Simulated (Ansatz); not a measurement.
Consider the cleavage of the Si–Si bond: `[CH3][AlH][O][SiH2][SiH3]` + `BNCC` → `BN([SiH3])CC` + `[CH3][AlH][O][SiH3]`.

Gas-phase electronic energies from Ansatz, PBE0-D4/def2-TZVP geometries. CCSD(T)/CBS adds triple-zeta CCSD(T) − MP2 to the extrapolated MP2 energy (def2 sets, frozen cores). DFT in def2-TZVPP. B3LYP here is the variant with VWN-RPA as its local correlation; programs differ in this. One conformer a species, not always the lowest.

```csv
level,ΔE (eV)
r2SCAN-D4,-0.29
ωB97X-V,-0.35
B2PLYP,-0.40
PBE,-0.13
PBE0,-0.21
B3LYP,-0.32
SCS-MP2/def2-TZVPP,-0.53
MP2/def2-QZVPP,-0.52
```

(1) What does CCSD(T)/CBS give? (An estimate is asked.)

Largest T1 diagnostic among the species: 0.012.

Results:

(1) Ansatz gave: -0.41 eV. The listed levels differ from it by 0.12, 0.06, 0.01, 0.28, 0.20, 0.09, -0.12, -0.11 eV.

From PBE to PBE0 (25 % exact exchange), in def2-TZVPP and without D4, ΔE moves by −0.08 eV.
